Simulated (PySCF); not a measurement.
NICS in rings of unrelated molecules.

Probes without a nucleus sit at each ring's centroid and 1 Å off its mean plane on both sides; NICS is minus the shielding there, NICSzz its component along the normal. Level: GIAO PBE0/pcSseg-1 (PySCF, non-relativistic, gas phase) on the GFN2-xTB geometries, one conformer each. Atom numbers follow the mapped SMILES.

Question: Order these rings by mean NICS(1)zz, lowest (most negative) first (ppm).
A. ring C3–C4–C5–C6–C7–C8 in `[H]/[P:1]=[P:2]\[c:3]1[cH:4][cH:5][cH:6][cH:7][cH:8]1`
B. ring C4–C5–N6–C7–O8 in `[CH3:1][CH2:2][S:3][c:4]1[cH:5][n:6][cH:7][o:8]1`
C. ring Si3–C4–Si5–C8 in `[N:1]#[C:2][Si@H:3]1[CH2:4][Si@H:5]([O:6][SiH3:7])[CH2:8]1`
D. ring C4–C5–C6 in `[CH2:1]=[CH:2][P:3]([CH:4]1[CH2:5][CH2:6]1)[C:7]([F:8])([F:9])[F:10]`
E. ring C2–C3–P4–C9–C10 in `[CH3:1][C:2]1=[CH:3][P:4]([C:5]([F:6])([F:7])[F:8])[CH2:9][CH2:10]1`
F. ring Si2–Si3–Si5–Si6 in `[CH3:1][Si@@H:2]1[Si@H:3]([CH3:4])[SiH2:5][Si@@H:6]1[O:7][SiH3:8]`
G. ring C5–C6–N7–Si8 in `[F:1][CH:2]([F:3])/[CH:4]=[C:5]1/[CH2:6][NH:7][SiH2:8]1`

Answer: A (-27.7), B (-25.9), D (-22.9), E (-5.5), G (1.9), C (3.5), F (4.9).

```json
{"SMILES": "[H]/P=P\\c1ccccc1", "ring": "6-membered carbocycle; formal bonds all aromatic", "NICS(0)": "-7.9", "NICS(1)": "-10.8", "NICS(1)zz": "-27.7", "HOMA": "0.99", "rms pucker (Å)": "0.01", "ring atoms with four or more neighbours": "0"}
{"SMILES": "CCSc1cnco1", "ring": "5-membered ring with N and O; formal bonds all aromatic", "NICS(0)": "-11.0", "NICS(1)": "-9.9", "NICS(1)zz": "-25.9", "HOMA": "0.46", "rms pucker (Å)": "0.00", "ring atoms with four or more neighbours": "0"}
{"SMILES": "C=CP(C1CC1)C(F)(F)F", "ring": "3-membered carbocycle; formal bonds all single", "NICS(0)": "-43.9", "NICS(1)": "-8.5", "NICS(1)zz": "-22.9", "HOMA": "–", "rms pucker (Å)": "0.00", "ring atoms with four or more neighbours": "3"}
{"SMILES": "CC1=CP(C(F)(F)F)CC1", "ring": "5-membered ring with P; formal bonds 1 double, 4 single", "NICS(0)": "-2.7", "NICS(1)": "-3.4", "NICS(1)zz": "-5.5", "HOMA": "–", "rms pucker (Å)": "0.07", "ring atoms with four or more neighbours": "2"}
{"SMILES": "FC(F)/C=C1/CN[SiH2]1", "ring": "4-membered ring with N and Si; formal bonds all single", "NICS(0)": "0.4", "NICS(1)": "-0.2", "NICS(1)zz": "1.9", "HOMA": "–", "rms pucker (Å)": "0.00", "ring atoms with four or more neighbours": "2"}
{"SMILES": "N#C[Si@H]1C[Si@H](O[SiH3])C1", "ring": "4-membered ring with 2 Si; formal bonds all single", "NICS(0)": "0.7", "NICS(1)": "-1.4", "NICS(1)zz": "3.5", "HOMA": "–", "rms pucker (Å)": "0.07", "ring atoms with four or more neighbours": "4"}
{"SMILES": "C[Si@@H]1[Si@H](C)[SiH2][Si@@H]1O[SiH3]", "ring": "4-membered ring with 4 Si; formal bonds all single", "NICS(0)": "3.0", "NICS(1)": "-0.4", "NICS(1)zz": "4.9", "HOMA": "–", "rms pucker (Å)": "0.07", "ring atoms with four or more neighbours": "4"}
```

NICS(0) gives another order. The isotropic NICS(1) gives another order. HOMA uses Krygowski's 1993 parameters; it is left out where a ring has a four-coordinate atom, a triple bond, no multiple bond or a kind of bond without parameters. NICS(1) and NICS(1)zz are means over the two faces.
